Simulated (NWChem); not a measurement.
Species: C$_{4}$H$_{5}$NO; SMILES C1=COCN=C1

```xyz
11

C      1.4182     0.1348     0.0007
C      0.8159    -1.0880     0.0000
O     -0.5068    -1.2731    -0.0008
C     -1.3754    -0.0618     0.0012
N     -0.7522     1.2208    -0.0005
C      0.5373     1.2936    -0.0004
H      2.5107     0.2295     0.0011
H      1.3639    -2.0459    -0.0003
H     -2.0268    -0.1681    -0.8961
H     -2.0228    -0.1676     0.9016
H      0.9839     2.3081    -0.0014
```
Atoms are numbered in this order, from 1.

This is a stationary point of PBE-D3(BJ)/def2-SVP (NWChem), point group Cs. 

Q: Is it a minimum? If not, what does it relax to?

A: No. It has an imaginary frequency of 119i cm⁻¹. Following that mode (on a finer grid) lowers the energy by 1.0 kcal/mol and ends, with real frequencies alone, at point group C1:
```xyz
11

C      1.3529     0.1316    -0.2127
C      0.7805    -1.0858     0.0271
O     -0.5227    -1.2254     0.3007
C     -1.3346    -0.0687    -0.0941
N     -0.7734     1.2158     0.2193
C      0.5117     1.2851     0.0725
H      2.4306     0.2228    -0.3982
H      1.3364    -2.0355     0.1057
H     -1.4999    -0.1478    -1.2000
H     -2.2981    -0.2239     0.4275
H      0.9951     2.2673     0.2465
```
